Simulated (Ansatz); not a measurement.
A nudged elastic band was laid between two geometries of H4OSn (6 atoms, charge 0, multiplicity 1).

Theory: Ansatz 0.2.0, RKS B3LYP/def2-SVP.

* movable images: 9
* climbing image: yes
* spring: 5.0 eV/Å²
* optimiser: quadratic models (default)
* start path: through a guess of the saddle point
* force threshold: 0.05 eV/Å
* iteration limit: 60
* end points: relaxed

Initial state:

```xyz
6
Properties=species:S:1:pos:R:3
Sn 0.297 0.008 0.248
H 0.324 0.035 1.971
H 1.869 -0.060 -0.425
H -0.620 1.333 -0.365
O -0.526 -1.709 -0.378
H -1.406 -1.853 0.000
```

Final state:

```xyz
6
Properties=species:S:1:pos:R:3
Sn -1.047 0.123 0.485
H 1.825 0.098 1.443
H 1.895 0.341 0.724
H -0.237 1.052 -0.816
O -1.048 -1.560 -0.632
H -1.451 -2.298 -0.152
```

Task: What changes between the two ends?

Result: Bonds broken: Sn1–H2, Sn1–H3. Bonds formed: H2–H3. H4OSn becomes H2 + H2OSn.

Task: Give the energies along the band, and the barrier.

Result: It converged. The highest image is number 5 of 0 to 10, 2.27 eV above the first end and 2.11 eV above the last; the last end lies 0.15 eV above the first. A vibrational analysis at the climbing image gives one clearly imaginary mode, 1241i cm⁻¹: a first-order saddle point. The orbitals stay closed-shell, which can raise the energy where a bond breaks towards radicals; this wasn't checked here.

```json
{"image": "0", "path coordinate (Å)": "0.00", "energy (eV)": "0.00", "Sn1–H2 (Å)": "1.72", "Sn1–H3 (Å)": "1.71", "H2–H3 (Å)": "2.85"}
{"image": "1", "path coordinate (Å)": "0.35", "energy (eV)": "0.02", "Sn1–H2 (Å)": "1.72", "Sn1–H3 (Å)": "1.71", "H2–H3 (Å)": "2.80"}
{"image": "2", "path coordinate (Å)": "0.69", "energy (eV)": "0.22", "Sn1–H2 (Å)": "1.72", "Sn1–H3 (Å)": "1.70", "H2–H3 (Å)": "2.52"}
{"image": "3", "path coordinate (Å)": "1.04", "energy (eV)": "0.79", "Sn1–H2 (Å)": "1.70", "Sn1–H3 (Å)": "1.70", "H2–H3 (Å)": "2.17"}
{"image": "4", "path coordinate (Å)": "1.38", "energy (eV)": "1.72", "Sn1–H2 (Å)": "1.69", "Sn1–H3 (Å)": "1.78", "H2–H3 (Å)": "1.82"}
{"image": "5", "path coordinate (Å)": "1.73", "energy (eV)": "2.27", "Sn1–H2 (Å)": "1.73", "Sn1–H3 (Å)": "1.94", "H2–H3 (Å)": "1.48"}
{"image": "6", "path coordinate (Å)": "2.07", "energy (eV)": "1.57", "Sn1–H2 (Å)": "1.85", "Sn1–H3 (Å)": "2.08", "H2–H3 (Å)": "1.09"}
{"image": "7", "path coordinate (Å)": "2.42", "energy (eV)": "0.42", "Sn1–H2 (Å)": "2.14", "Sn1–H3 (Å)": "2.31", "H2–H3 (Å)": "0.80"}
{"image": "8", "path coordinate (Å)": "2.76", "energy (eV)": "0.19", "Sn1–H2 (Å)": "2.54", "Sn1–H3 (Å)": "2.60", "H2–H3 (Å)": "0.77"}
{"image": "9", "path coordinate (Å)": "3.10", "energy (eV)": "0.16", "Sn1–H2 (Å)": "2.87", "Sn1–H3 (Å)": "2.83", "H2–H3 (Å)": "0.76"}
{"image": "10", "path coordinate (Å)": "3.44", "energy (eV)": "0.15", "Sn1–H2 (Å)": "3.03", "Sn1–H3 (Å)": "2.96", "H2–H3 (Å)": "0.76"}
```

Task: What is the geometry of the highest image?

Result: 
```xyz
6
Properties=species:S:1:pos:R:3
Sn -0.333 0.087 0.493
H 1.035 -0.030 1.546
H 1.585 0.103 0.173
H -0.325 1.372 -0.637
O -0.739 -1.596 -0.535
H -1.284 -2.181 0.010
```

Task: What are the harmonic wavenumbers there?

Result: 1241i, 203, 436, 515, 535, 590, 766, 895, 1331, 1859, 1914, 3821 cm⁻¹.

Run time: 3.1 min on 1 thread of Arm Neoverse V1, on a shared host, peak memory 0.12 GiB.
